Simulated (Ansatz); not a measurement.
This geometry of BFH$_{3}$NOSi (8 atoms, charge 0, multiplicity 1) is a first-order saddle point.

Theory: Ansatz, RKS PBE-D4/def2-SVP.

```xyz
8
Properties=species:S:1:pos:R:3
N 0.838 1.125 1.220
B 0.374 0.221 0.210
O 0.951 -0.699 -0.583
Si -0.818 -0.786 -0.978
F -1.391 -2.270 -0.565
H 0.683 2.112 0.980
H 0.401 0.966 2.135
H -0.945 -0.725 -2.476
```

Task: Which two structures does it join? (They come from a converged band through this point; their orientation in space is the band's.)

Result: No bond is made or broken. The dihedral H6–N1–B2–O3 goes from -180 to -1°. The two ends are copies of one structure, up to a mirror image or an exchange of like atoms.

First end point:

```xyz
8
Properties=species:S:1:pos:R:3
N 0.555 1.180 1.198
B 0.207 0.238 0.233
O 0.834 -0.912 -0.224
Si -0.688 -0.788 -1.098
F -1.719 -2.016 -0.758
H -0.025 1.984 1.430
H 1.416 1.100 1.743
H -0.488 -0.843 -2.580
```

Last end point:

```xyz
8
Properties=species:S:1:pos:R:3
N 0.554 1.179 1.200
B 0.208 0.238 0.233
O 0.836 -0.911 -0.226
Si -0.688 -0.787 -1.098
F -1.719 -2.016 -0.759
H 1.416 1.101 1.744
H -0.027 1.982 1.432
H -0.488 -0.843 -2.580
```

Task: How far does it lie above each of them?

Result: 0.65 eV above the first and 0.65 eV above the second. This is the barrier of this one path; another mechanism may lie lower.

Time of the run: 96 s on 1 thread of Arm Neoverse V1, on a shared host, peak memory 0.12 GiB.
